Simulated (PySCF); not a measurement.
# UHF on V⁵⁺ (vanadium, charge +5)

Configuration: [Ar], closed-shell 1S. Computed with PySCF 2.14 in an even-tempered Gaussian basis (20 s from 0.19 bohr⁻², ratio 2.5; 13 p from 0.24 bohr⁻², ratio 2.5; 5 d from 2.8 bohr⁻², ratio 2.7; 5 f from 4.1 bohr⁻², ratio 2.7), with the spin-free X2C one-electron Hamiltonian (Gaussian nucleus).

```json
{"Total energy": "-942.357182 hartree", "One-electron energy": "-1239.6818 hartree", "Hartree (Coulomb) energy": "339.7661 hartree", "Exchange energy": "-42.4415 hartree", "⟨S²⟩": "0.0000", "⟨L²⟩": "0.000", "Sum of ⟨r⟩": "9.874 bohr", "Sum of ⟨r²⟩": "8.892 bohr²"}
```

```json
{"shell": "1s", "electrons": "2", "mean orbital energy (eV)": "-5601.1", "rms radius, mean of both spins (bohr)": "0.0768"}
{"shell": "2s", "electrons": "2", "mean orbital energy (eV)": "-740.49", "rms radius, mean of both spins (bohr)": "0.332"}
{"shell": "2p", "electrons": "6", "mean orbital energy (eV)": "-628.83", "rms radius, mean of both spins (bohr)": "0.302"}
{"shell": "3s", "electrons": "2", "mean orbital energy (eV)": "-162.83", "rms radius, mean of both spins (bohr)": "0.968"}
{"shell": "3p", "electrons": "6", "mean orbital energy (eV)": "-128.40", "rms radius, mean of both spins (bohr)": "1.02"}
```

Densities and radii are taken from the X2C orbitals without a picture-change correction, which distorts them close to the nucleus.

Spin-orbit constants ζ (cm⁻¹) from the X2C one-electron operator on these orbitals: bare nucleus, nucleus screened by l(l+1)(2l+1)/3 electrons, and screened by the Breit-Pauli mean field of the electrons.

```json
{"shell": "2p", "bare": "40830", "screened nucleus": "37280", "mean field": "35660"}
{"shell": "3p", "bare": "5244", "screened nucleus": "4788", "mean field": "4555"}
```
